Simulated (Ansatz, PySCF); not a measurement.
B(vinyl)(OH)2 (C2H5BO2), SMILES C(=C)B(O)O. Atoms are numbered in the order given.

```xyz
10

B     -0.0144    -0.5080     0.0000
C     -0.6597     0.9199     0.0000
C      0.0681     2.0462     0.0000
H     -1.7547     1.0209     0.0000
H     -0.3864     3.0431     0.0000
H      1.1625     2.0049     0.0000
O      1.3433    -0.6242     0.0000
H      1.6233    -1.5489     0.0000
O     -0.7576    -1.6601     0.0000
H     -1.7084    -1.5022     0.0000
```
Charge 0, spin multiplicity 1.

Geometry: B3LYP-D3(BJ)/def2-SVP. Other conformers were not sampled.

Vertical ionisation energy (IE) and electron affinity (EA) in eV. Rows of orbital energies are one-electron estimates. Where ΔSCF, EOM or ADC give a negative EA the extra electron is unbound and the value depends on the basis.

```json
[
 {"level": "−ε(HOMO), −ε(LUMO), PBE0/def2-TZVP (PySCF)", "IE": "7.88", "EA": "0.75"},
 {"level": "−ε(HOMO), −ε(LUMO), PBE/def2-TZVP (PySCF)", "IE": "6.73", "EA": "1.72"},
 {"level": "ΔSCF, CAM-B3LYP/def2-SVPD (Ansatz), final states of multiplicity 2 and 2", "IE": "10.32", "EA": "-1.14"},
 {"level": "ΔSCF, PBE/def2-SVPD (Ansatz), final states of multiplicity 2 and 2", "IE": "10.17", "EA": "-0.85"}
]
```

Problem. What vertical singlet–triplet gap does ΔSCF give with CAM-B3LYP/def2-SVPD (Ansatz, a quantum-chemistry and plane-wave program) and with PBE/def2-SVPD (Ansatz)? (Estimate from the structure and the level; the computed values follow.)

Solution. 3.97 and 4.04 eV (triplet above singlet where positive).
